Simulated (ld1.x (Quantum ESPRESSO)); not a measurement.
**An all-electron radial function and its pseudo partner (Cr)**

Columns: radius, all-electron u(r) and pseudo u(r) of the 3p shell (level -44.06 eV) of chromium in the configuration [Ne] 3s2 3p6 3d5.5 4s0.5 4p0; LDA (PZ), scalar-relativistic, TM scheme, ld1.x (Quantum ESPRESSO) 7.5.

```tsv
r (bohr)	all-electron	pseudo
0.090	0.4279	-0.0363
0.180	0.5488	-0.1403
0.270	0.2697	-0.2973
0.360	-0.1411	-0.4854
0.450	-0.5197	-0.6785
0.540	-0.8027	-0.8507
0.630	-0.9810	-0.9814
0.720	-1.0695	-1.0590
0.810	-1.0897	-1.0825
0.900	-1.0629	-1.0603
0.990	-1.0059	-1.0055
1.080	-0.9319	-0.9319
1.170	-0.8497	-0.8497
1.260	-0.7657	-0.7657
1.350	-0.6836	-0.6836
1.440	-0.6060	-0.6060
1.530	-0.5341	-0.5341
1.620	-0.4685	-0.4685
1.710	-0.4095	-0.4095
1.800	-0.3568	-0.3568
1.890	-0.3101	-0.3101
1.980	-0.2689	-0.2689
2.070	-0.2328	-0.2328
2.160	-0.2011	-0.2011
2.250	-0.1736	-0.1736
2.340	-0.1497	-0.1497
```

Problem. How many radial nodes do the two functions have?

Solution. The all-electron 3p function has n − l − 1 = 1; the pseudo-wave has 0, since the states of the same l below it are removed with the core.

Problem. At about which radius was the pseudo-wave matched?

Solution. 1.15 bohr. The columns agree to 0.0005 from 0.99 bohr on; several derivatives are matched, so the curves merge somewhat inside the radius.

Problem. Where does each function peak?

Solution. Outermost all-electron maximum near 0.81 bohr, pseudo maximum near 0.81 bohr (to the table’s step).

Problem. Is the pseudo-wave norm-conserving?

Solution. Yes: the TM scheme keeps the norm inside the radius equal to the all-electron one, which fixes the energy derivative of the logarithmic derivative at the level.
